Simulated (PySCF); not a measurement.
A calculated (r2SCAN, PySCF 2.14, cc-pVDZ-DK, the spin-free X2C one-electron Hamiltonian (Gaussian nucleus)) atom or ion has these occupied shells.

| shell | electrons | orbital energy (eV) | rms radius, mean of both spins (bohr) |
| --- | --- | --- | --- |
| 1s α | 1 | -2120.8 | 0.120 |
| 1s β | 1 | -2120.7 | 0.120 |
| 2s α | 1 | -202.20 | 0.563 |
| 2s β | 1 | -202.07 | 0.563 |
| 2p α | 3 | -150.86 | 0.541 |
| 2p β | 3 | -150.62 | 0.541 |
| 3s α | 1 | -34.708 | 1.89 |
| 3s β | 1 | -33.397 | 1.89 |
| 3p α | 1 | -25.357 | 2.13 |

Name the element and its charge.

P(2+) (phosphorus, charge +2), in [Ne] 3s2 3p1, 2P determinant.
